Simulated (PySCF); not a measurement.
# Bromine: a sound run and one with changed settings

Sound run: Br [Ar] 3d10 4s2 4p5, Br⁺ [Ar] 3d10 4s2 4p4. Computed with PySCF 2.14 in x2c-TZVPall (6s5p4d1f, 48 functions), with the spin-free X2C one-electron Hamiltonian (Gaussian nucleus). In the sound run the correlated levels freeze [Ar] 3d10. The sound run starts from symmetry-adapted Hartree-Fock orbitals and uses a fine grid where one is needed.

Changed run: initial guess minao, at most 50 SCF cycles, level shift 0.5 hartree.

```csv
species,method,sound run (hartree),changed run (hartree),converged
Br,UHF,-2604.41488,-2604.41488,yes
Br,M06-L,-2606.10836,-2606.10836,yes
Br,BP86,-2606.54102,-2606.54102,yes
Br,MP2,-2604.54894,-2604.51336,yes
Br,CCSD(T),-2604.57259,-2604.57259,yes
Br⁺,UHF,-2604.02086,-2604.02086,yes
Br⁺,M06-L,-2605.68270,-2605.68270,yes
Br⁺,BP86,-2606.10201,-2606.10201,yes
Br⁺,MP2,-2604.12488,-2604.09812,yes
Br⁺,CCSD(T),-2604.14721,-2604.14721,yes
```

Ionisation energy of Br:

| method | sound run (eV) | changed run (eV) |
| --- | --- | --- |
| UHF | 10.722 | 10.722 |
| M06-L | 11.583 | 11.583 |
| BP86 | 11.946 | 11.946 |
| MP2 | 11.539 | 11.299 |
| SCS-MP2 | 11.537 | 11.304 |
| CCSD | 11.541 | 11.541 |
| CCSD(T) | 11.575 | 11.575 |

A level shift leaves the converged SCF energy unchanged but raises the virtual orbital energies, which shrinks MP2 if it is not removed.

For comparison, NIST gives 11.814 eV between the lowest levels.
